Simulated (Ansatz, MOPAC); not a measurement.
System: SOF (charge 0, doublet). SMILES: [S](F)=O

Atoms: O1, S2, F3. Bonds: O1-S2, S2-F3.

Bond lengths (Å) and angles (degrees) optimised at AM1 with MOPAC; PM6 with MOPAC; MNDO with MOPAC; B3LYP/6-31G* with Ansatz (a quantum-chemistry and plane-wave program), each started from the B3LYP-D3(BJ)/def2-TZVP structure (Ansatz) of the last column. A row stands for all coordinates that are equal there. 6-31G* holds six Cartesian d functions. No wavenumbers were computed at MNDO, so these may be saddle points.

```csv
coordinate,AM1,PM6,MNDO,B3LYP/6-31G*,B3LYP-D3(BJ)/def2-TZVP
O1-S2,1.464,1.447,1.489,1.484,1.458
S2-F3,1.551,1.557,1.587,1.642,1.623
O1-S2-F3,102.3,114.9,102.6,109.3,108.2
```

Mean signed difference of all 2 bond lengths from B3LYP-D3(BJ)/def2-TZVP: AM1 -0.033 Å, PM6 -0.038 Å, MNDO -0.002 Å, B3LYP/6-31G* 0.023 Å.
